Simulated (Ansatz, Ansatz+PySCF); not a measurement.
```yaml
atoms:
  - { symbol: O, position_ang: [0.0000, 0.0000, -0.1101] }
  - { symbol: H, position_ang: [0.0000, 0.6938, 0.4404] }
  - { symbol: H, position_ang: [0.0000, -0.6938, 0.4404] }
```

Basis set: def2-SVP (spherical functions). Frozen core: 1 orbital. Charge 0, multiplicity 1.

Computed with Ansatz (development build ahead of 0.2.0); each method stands on the lowest determinant of its kind that the runs found. Restricted open shells among the atoms or ions are ROHF, correlated in semicanonical orbitals with singles.

The atomization energy at this shape (free ground-state atoms in the same class of orbitals less the molecule, no zero-point energy) of singlet H2O:

```
 method  atomization energy
RHF-MP2        862.5 kJ/mol
    RHF        625.6 kJ/mol
    UHF        612.4 kJ/mol
```

Q: What does RHF-CCSD(T) give?

A: 852.3 kJ/mol. Caution: the shape is not the minimum.
